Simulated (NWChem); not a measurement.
# AlICl₂; SMILES [Cl][Al]([Cl])[I]

def2 effective core potentials on I; no spin-orbit coupling.

**Question.** Give the equilibrium geometry at PBE0/def2-SVP with def2 effective core potentials on I (NWChem) as a Z-matrix, with the point group.

**Answer.** point group C2v; any orientation.
```
Al
Cl 1 2.0847
Cl 1 2.0847 2 118.78
I 1 2.4412 2 120.61 3 180.00
```
